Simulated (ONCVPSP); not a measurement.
## u(r) = r·R(r): atom against pseudo-atom (tellurium)

Columns: radius, all-electron u(r) and pseudo u(r) of the 4p shell (level -114.19 eV) of tellurium in the configuration [Ar] 3d10 4s2 4p6 4d10 5s2 5p4; LDA (Perdew-Zunger), scalar-relativistic, ONCV scheme, ONCVPSP 4.0.1.

```
r (bohr)  all-electron  pseudo
   0.075        0.4331  0.0266
   0.150       -0.2819  0.1055
   0.225       -0.7052  0.2335
   0.300       -0.5351  0.4025
   0.375       -0.0638  0.5982
   0.450        0.4429  0.7997
   0.525        0.8479  0.9828
   0.600        1.1120  1.1255
   0.675        1.2433  1.2119
   0.750        1.2719  1.2372
   0.825        1.2291  1.2063
   0.900        1.1426  1.1319
   0.975        1.0328  1.0293
   1.050        0.9144  0.9136
   1.125        0.7968  0.7966
   1.200        0.6858  0.6857
   1.275        0.5846  0.5844
   1.350        0.4943  0.4942
   1.425        0.4153  0.4152
   1.500        0.3470  0.3469
   1.575        0.2887  0.2886
   1.650        0.2393  0.2392
   1.725        0.1977  0.1976
   1.800        0.1629  0.1629
   1.875        0.1339  0.1339
   1.950        0.1099  0.1098
```

(1) How many radial nodes do the two functions have?

(2) At about which radius was the pseudo-wave matched?

(3) Where does each function peak?

(4) Is the pseudo-wave norm-conserving?

## Answers

(1) The all-electron 4p function has n − l − 1 = 2; the pseudo-wave has 0, since the states of the same l below it are removed with the core.

(2) 1.30 bohr. The columns agree to 0.0005 from 1.12 bohr on; several derivatives are matched, so the curves merge somewhat inside the radius.

(3) Outermost all-electron maximum near 0.75 bohr, pseudo maximum near 0.75 bohr (to the table’s step).

(4) Yes: the ONCV scheme keeps the norm inside the radius equal to the all-electron one, which fixes the energy derivative of the logarithmic derivative at the level.
